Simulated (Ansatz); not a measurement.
Ansatz (a program for electronic structure) input (CCSD(T)/def2-TZVPD):

Ansatz 0.2 input:
```yaml
crystal:
  periodic: [false, false, false]
  atoms:
    - {symbol: Ge, position_ang: [0.00000000, 0.00000000, 0.00000000]}
basis:
  gaussian:
    orbitals: def2-TZVPD
magnetization: {spin_polarized: true, initial_magnetization: 2}
correlation: {method: ccsd_t, electrons: outside_noble_gas}
scf: {lower_state_search: full}
```

Output:

```
Functional definition: HF
integrals: 0.03 GiB planned
338 factors; integrals over basis functions are off by at most 7.9e-5 eV
mean field: 0.11 GiB planned
mean field evaluation 1: about -56472.1771 eV, gradient 3.9e0 eV
mean field evaluation 2: about -56472.1774 eV, gradient 3.9e0 eV
mean field evaluation 4: about -56472.3687 eV, gradient 2.0e-1 eV
mean field evaluation 8: about -56472.3692 eV, gradient 3.0e-6 eV
mean field evaluation 16: about -56472.3691 eV, gradient 8.9e-2 eV
mean field evaluation 32: about -56472.3692 eV, gradient 5.0e-7 eV
mean field evaluation 64: about -56472.3692 eV, gradient 1.5e-6 eV
mean field evaluation 96: about -56472.3688 eV, gradient 2.2e-1 eV
mean field -56472.36918722 eV, -2075.3212892836 hartree, gradient 1.0e-6 eV, S^2 2.011328; 6 other end points of the search recorded, 0 dependent functions left out
14 core orbitals not correlated
reference -56472.36918722 eV, -2075.3212892836 hartree; 3, 1 occupied and 37, 39 virtual orbitals, 338 factors
second order -1.36040564 eV of doubles, -0.00000000 eV of singles
coupled cluster: 0.09 GiB planned
cycle   1  -1.64320772 eV  change   -2.8e-1 eV  update   4.8e-2
cycle   2  -1.75590777 eV  change   -1.1e-1 eV  update   1.8e-2
cycle   3  -1.76334006 eV  change   -7.4e-3 eV  update   4.5e-3
cycle   4  -1.76445934 eV  change   -1.1e-3 eV  update   9.1e-4
cycle   5  -1.76408190 eV  change    3.8e-4 eV  update   1.6e-4
cycle   6  -1.76426132 eV  change   -1.8e-4 eV  update   3.6e-5
cycle   7  -1.76421111 eV  change    5.0e-5 eV  update   7.5e-6
cycle   8  -1.76422117 eV  change   -1.0e-5 eV  update   1.6e-6
cycle   9  -1.76422051 eV  change    6.6e-7 eV  update   3.1e-7
perturbative correction -0.04951726 eV, -0.0018197257 hartree
Total energy: -56474.18292499 eV, -2075.3879429172 hartree
```
